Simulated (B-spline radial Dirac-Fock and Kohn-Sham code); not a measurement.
X-ray scattering factor of I²⁹⁺

System: I²⁹⁺, [Ar] 3d6.

Method: Dirac-Fock orbitals of the configuration average with a finite nucleus. Computed with a radial B-spline solver. f₀ is the Fourier transform of the spherical electron density, S the Waller-Hartree incoherent function, and s = sin θ/λ. The electron scattering factor follows from the Mott-Bethe formula f_e = 0.023934 Å⁻¹·(Z − f₀)/s².

| s (Å⁻¹) | f₀ | S | f_e (Å) |
| --- | --- | --- | --- |
| 0 | 24.000 | 0.000 | – |
| 0.05 | 23.974 | 0.023 | 277.883 |
| 0.1 | 23.897 | 0.093 | 69.656 |
| 0.15 | 23.768 | 0.209 | 31.095 |
| 0.2 | 23.590 | 0.368 | 17.597 |
| 0.25 | 23.364 | 0.570 | 11.349 |
| 0.3 | 23.091 | 0.812 | 7.954 |
| 0.35 | 22.775 | 1.092 | 5.905 |
| 0.4 | 22.419 | 1.406 | 4.575 |
| 0.45 | 22.024 | 1.750 | 3.661 |
| 0.5 | 21.595 | 2.123 | 3.007 |
| 0.6 | 20.647 | 2.935 | 2.151 |
| 0.7 | 19.605 | 3.815 | 1.631 |
| 0.8 | 18.500 | 4.733 | 1.290 |
| 0.9 | 17.361 | 5.666 | 1.053 |
| 1 | 16.216 | 6.593 | 0.880 |
| 1.1 | 15.089 | 7.496 | 0.750 |
| 1.2 | 14.002 | 8.364 | 0.648 |
| 1.4 | 12.009 | 9.966 | 0.501 |
| 1.6 | 10.317 | 11.372 | 0.399 |
| 1.8 | 8.948 | 12.587 | 0.325 |
| 2 | 7.881 | 13.635 | 0.270 |
| 2.5 | 6.197 | 15.697 | 0.179 |
| 3 | 5.270 | 17.234 | 0.127 |
| 3.5 | 4.580 | 18.444 | 0.095 |
| 4 | 3.948 | 19.417 | 0.073 |
| 5 | 2.840 | 20.802 | 0.048 |
| 6 | 2.068 | 21.654 | 0.034 |

f₀ starts at the number of electrons, 24, and has fallen to half at s ≈ 1.40 Å⁻¹. The sum of ⟨r²⟩ over the electrons is 1.408 bohr². For an ion f_e diverges as s goes to zero, because of the net charge.
